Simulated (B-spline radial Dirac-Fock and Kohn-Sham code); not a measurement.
Auger parameter of chlorine: the K level and its strongest K-LL line

Calculated with a radial B-spline solver, using Dirac-Fock (average of configuration) total-energy differences with a finite nucleus, the Breit interaction including its frequency dependence, and self-energy and vacuum-polarisation corrections. The modified Auger parameter α′ is the binding energy plus the kinetic energy of the Auger electron; it does not depend on the energy zero. For free ions it tends to fall with charge, since less charge screens the final holes.

```tsv
species	configuration	binding 1s (eV)	Auger line	kinetic (eV)	α′ (eV)
Cl⁻	[Ne] 3s2 3p6	2818.9	L2L3 J=2	2383.7	5202.6
Cl⁻ (Watson 1.538 Å)	[Ne] 3s2 3p6	2827.1	L2L3 J=2	2374.7	5201.8
Cl⁻ (Watson 1.81 Å)	[Ne] 3s2 3p6	2826.3	L2L3 J=2	2375.9	5202.2
Cl⁻ (Watson 2.172 Å)	[Ne] 3s2 3p6	2825.3	L2L3 J=2	2377.1	5202.4
Cl³⁺	[Ne] 3s2 3p2	2882.7	L2L3 J=2	2315.7	5198.4
Cl³⁺ (Watson 1.6 Å)	[Ne] 3s2 3p2	2855.8	L2L3 J=2	2342.7	5198.5
Cl⁴⁺	[Ne] 3s2 3p1	2904.1	L2L3 J=2	2295.1	5199.2
Cl⁴⁺ (Watson 1.6 Å)	[Ne] 3s2 3p1	2868.2	L2L3 J=2	2331.1	5199.3
Cl⁴⁺ (Watson 2.4 Å)	[Ne] 3s2 3p1	2880.1	L2L3 J=2	2319.1	5199.2
Cl⁵⁺	[Ne] 3s2	2927.6	L2L3 J=2	2273.4	5201.0
Cl⁷⁺	[He] 2s2 2p6	2979.8	L2L3 J=2	2225.5	5205.3
Cl⁷⁺ (Watson 2.2 Å)	[He] 2s2 2p6	2934.0	L2L3 J=2	2271.3	5205.3
```
